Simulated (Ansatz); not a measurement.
# Molecular dynamics, step by step

BNH$_{3}$SF, singlet, PBE0-D4/def2-SVP (Ansatz 0.2.0). Settings (timestep in fs, temperature in K; T counts 15 degrees of freedom):

```yaml
hamiltonian: {xc: pbe0, dispersion: d4}
md: {n_steps: 40, timestep: 0.5, temperature: 300, ensemble: nve, seed: 144, initial_velocities: maxwell_boltzmann}
```

Start, the saddle point found with PBE0-D4 in triple zeta (not stationary at another level):

```csv
atom,x (Å),y (Å),z (Å)
B1,-0.7094,0.0331,-0.0429
S2,0.7587,-1.0245,0.9455
N3,-0.0533,0.4029,-1.1411
H4,1.2076,-0.4040,-0.2476
F5,-1.8712,0.0849,0.5939
H6,1.1697,-0.0362,1.7615
H7,-0.5021,0.9436,-1.8695
```

```csv
step,time (fs),potential energy less the start (meV),kinetic energy (meV),T (K)
0,0.00,0.0,193.9,300
2,1.00,11.8,182.3,282
4,2.00,38.2,156.3,242
6,3.00,54.9,139.8,216
8,4.00,51.5,143.0,221
10,5.00,38.9,155.3,240
12,6.00,30.0,164.4,254
14,7.00,17.1,177.7,275
16,8.00,-18.8,213.7,331
18,9.00,-81.9,276.8,428
20,10.00,-173.0,368.3,570
22,11.00,-321.1,517.4,801
24,12.00,-584.1,780.9,1208
26,13.00,-991.2,1185.0,1834
28,14.00,-1380.7,1565.1,2422
30,15.00,-1389.6,1580.1,2445
32,16.00,-1449.6,1647.3,2549
34,17.00,-1790.6,1969.1,3047
36,18.00,-1573.2,1759.9,2723
38,19.00,-1053.1,1247.7,1930
40,20.00,-670.8,868.1,1343
```

Step 18, positions (Å) and forces (eV/Å):

| atom | x | y | z | Fx | Fy | Fz |
| --- | --- | --- | --- | --- | --- | --- |
| B1 | -0.728 | 0.042 | -0.051 | -0.143 | -0.696 | 1.294 |
| S2 | 0.785 | -1.049 | 0.964 | -0.266 | 1.055 | -0.252 |
| N3 | -0.053 | 0.423 | -1.136 | 0.479 | -0.670 | 0.595 |
| H4 | 1.006 | -0.273 | -0.401 | -0.535 | 0.251 | -0.887 |
| F5 | -1.894 | 0.099 | 0.581 | 0.235 | 0.065 | -0.399 |
| H6 | 1.167 | 0.071 | 1.642 | -0.037 | -0.374 | 0.064 |
| H7 | -0.529 | 0.846 | -1.919 | 0.266 | 0.370 | -0.414 |

Step 20, positions (Å) and forces (eV/Å):

```tsv
atom	x	y	z	Fx	Fy	Fz
B1	-0.733	0.041	-0.047	0.262	-0.829	1.328
S2	0.788	-1.051	0.966	-0.476	0.955	-0.361
N3	-0.052	0.425	-1.135	0.245	-0.536	0.308
H4	0.981	-0.252	-0.458	-0.788	0.528	-1.180
F5	-1.895	0.101	0.579	0.055	0.113	-0.383
H6	1.165	0.069	1.634	0.018	-0.242	0.119
H7	-0.526	0.851	-1.940	0.685	0.012	0.169
```

Step 22, positions (Å) and forces (eV/Å):

| atom | x | y | z | Fx | Fy | Fz |
| --- | --- | --- | --- | --- | --- | --- |
| B1 | -0.738 | 0.039 | -0.041 | 0.718 | -0.997 | 1.405 |
| S2 | 0.791 | -1.053 | 0.968 | -0.746 | 0.769 | -0.394 |
| N3 | -0.051 | 0.425 | -1.134 | 0.134 | -0.510 | 0.193 |
| H4 | 0.949 | -0.225 | -0.527 | -1.045 | 0.909 | -1.618 |
| F5 | -1.896 | 0.103 | 0.576 | -0.148 | 0.174 | -0.370 |
| H6 | 1.163 | 0.065 | 1.627 | 0.081 | -0.074 | 0.190 |
| H7 | -0.517 | 0.856 | -1.959 | 1.006 | -0.272 | 0.594 |

Last step (40):

B1  (-0.699, -0.033, 0.061)
S2  (0.796, -1.059, 0.984)
N3  (-0.086, 0.441, -1.123)
H4  (1.001, 0.065, -1.650)
F5  (-1.920, 0.125, 0.546)
H6  (1.198, 0.060, 1.656)
H7  (-0.249, 0.896, -2.050)
(Å)

Hardware: 2 CPU threads of an Arm Neoverse V2, shared host. Wall time about 50 s.
